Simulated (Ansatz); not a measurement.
`CB[SiH](O)[SiH3]` and `O[SiH]([SiH3])S` differ in one atom or group.

Ansatz, PBE0-D4/def2-TZVP geometries, multiplicity 1. Each molecule was computed in one conformer, which needn't be the lowest.

```csv
property,`CB[SiH](O)[SiH3]`
HOMO energy (PBE0/def2-TZVPP) / eV,-7.15
HOMO–LUMO gap (B3LYP/def2-TZVPP) / eV,4.80
HOMO energy (PBE/def2-TZVPP) / eV,-6.00
size of the dipole moment (PBE/def2-TZVPP) / D,1.66
HOMO–LUMO gap (ωB97M-V/def2-TZVPP) / eV,9.10
HOMO energy (ωB97M-V/def2-TZVPP) / eV,-9.20
```

(1) What does the change do to each property? (Estimate.)

Answers

(1) Ansatz gave: 
```tsv
property	`O[SiH]([SiH3])S`	shift
HOMO energy (PBE0/def2-TZVPP) / eV	-7.61	-0.46
HOMO–LUMO gap (B3LYP/def2-TZVPP) / eV	6.82	2.02
HOMO energy (PBE/def2-TZVPP) / eV	-6.40	-0.40
size of the dipole moment (PBE/def2-TZVPP) / D	1.59	-0.07
HOMO–LUMO gap (ωB97M-V/def2-TZVPP) / eV	11.16	2.06
HOMO energy (ωB97M-V/def2-TZVPP) / eV	-9.77	-0.57
```

With PBE0 the HOMO falls by 0.46 eV and the LUMO rises by 1.66 eV, so the gap widens by about 2.12 eV. PBE moves the HOMO by -0.40 eV and ωB97M-V by -0.57 eV. Dipoles are sizes alone; their direction can turn.

B3LYP here is the variant with VWN-RPA as its local correlation; programs differ in this.
